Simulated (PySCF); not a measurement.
Zr(Cl)2(SH)2 (Cl2H2S2Zr), SMILES [Cl][Zr]([Cl])([SH])[SH], multiplicity 1.

The structure is a stationary point at r2SCAN-D4/def2-SVP. The spin state was assumed, not searched. The def2 effective core potentials stand for the cores of Zr; spin–orbit coupling is left out. Other conformers were not sampled.

Two levels are set side by side: PBE/def2-TZVP (PySCF) and ωB97X/def2-TZVP (PySCF). Same geometry, gas phase. Differences are taken from unrounded values.

```
quantity                      ωB97X
---------------------------  ------
orbital gap (eV)               9.85
highest occupied level (eV)  -10.47
lowest empty level (eV)       -0.62
dipole moment (D)              0.74
mean polarisability (bohr³)   105.0
```

Q: What does PBE give, and how far is it from ωB97X? (An estimate is asked for; the answer gives what the named calculation found.)

A: 
```csv
quantity,PBE,PBE minus ωB97X
orbital gap (eV),3.50,-6.36
highest occupied level (eV),-6.91,3.56
lowest empty level (eV),-3.42,-2.80
dipole moment (D),0.70,-0.04
mean polarisability (bohr³),112.5,7.4
```

PBE's occupied levels lie high since its potential decays too fast outside the molecule; exact exchange lowers them and widens the gap. PBE's more diffuse valence density responds more strongly to a field. Differences between two approximate levels are no errors against the true value.

Rough cost on one machine, each run with all the roots and properties that it gave: ωB97X against PBE within a factor of 2.
